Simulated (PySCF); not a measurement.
**Ta⁺ (tantalum, charge +1) across methods**

[Xe] 4f14 5d3 6s1, high-spin 5F determinant. All numbers are calculated (PySCF 2.14, scalar relativity by spin-free X2C-1e, in ANO-RCC-VTZP).

| method | E (hartree) | mean ε 4f β (eV) | mean ε 6s α (eV) | mean ε 5d α (eV) | Σ⟨r²⟩ (bohr²) | ⟨S²⟩ |
| --- | --- | --- | --- | --- | --- | --- |
| PBE | -15604.50 | -31.476 | -12.331 | -11.584 | 53.94 | 6.002 |
| PBE0 | -15604.25 | -35.550 | -12.970 | -12.861 | 53.66 | 6.002 |
| UHF | -15599.25524 | -47.095 | -14.468 | -16.175 | 53.91 | 6.008 |
| r2SCAN | -15604.57 | -31.696 | -12.538 | -11.974 | 53.59 | 6.004 |
| LDA | -15594.32 | -31.853 | -12.588 | -11.642 | 53.91 | 6.001 |

Spin-orbit coupling, absent here, splits the open shell strongly.
